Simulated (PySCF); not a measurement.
# PBE0 on Hf (hafnium, neutral)

Configuration: [Xe] 4f14 5d2 6s2, high-spin 3F determinant. Computed with PySCF 2.14 in aug-cc-pVTZ-PP with ECP60MDF (6s6p5d3f2g, 88 functions), with a scalar-relativistic core potential.

```json
{
 "Total energy": "-48.4269 hartree",
 "One-electron energy": "-79.7105 hartree",
 "Hartree (Coulomb) energy": "37.1254 hartree",
 "Exchange-correlation energy": "-5.8419 hartree",
 "⟨S²⟩": "2.0047",
 "⟨L²⟩": "12.020",
 "Sum of ⟨r⟩": "22.56 bohr",
 "Sum of ⟨r²⟩": "58.86 bohr²"
}
```

```json
{"shell": "5s α", "electrons": "1", "mean orbital energy (hartree)": "-2.55143", "rms radius, mean of both spins (bohr)": "1.22"}
{"shell": "5s β", "electrons": "1", "mean orbital energy (hartree)": "-2.52134", "rms radius, mean of both spins (bohr)": "1.22"}
{"shell": "5p α", "electrons": "3", "mean orbital energy (hartree)": "-1.38352", "rms radius, mean of both spins (bohr)": "1.45"}
{"shell": "5p β", "electrons": "3", "mean orbital energy (hartree)": "-1.33860", "rms radius, mean of both spins (bohr)": "1.45"}
{"shell": "6s α", "electrons": "1", "mean orbital energy (hartree)": "-0.21537", "rms radius, mean of both spins (bohr)": "3.80"}
{"shell": "6s β", "electrons": "1", "mean orbital energy (hartree)": "-0.18558", "rms radius, mean of both spins (bohr)": "3.80"}
{"shell": "5d α", "electrons": "2", "mean orbital energy (hartree)": "-0.16614", "rms radius, mean of both spins (bohr)": "2.68"}
```

Energies and moments cover only the electrons outside the core potential. Spin-orbit coupling, absent here, splits the open shell strongly.
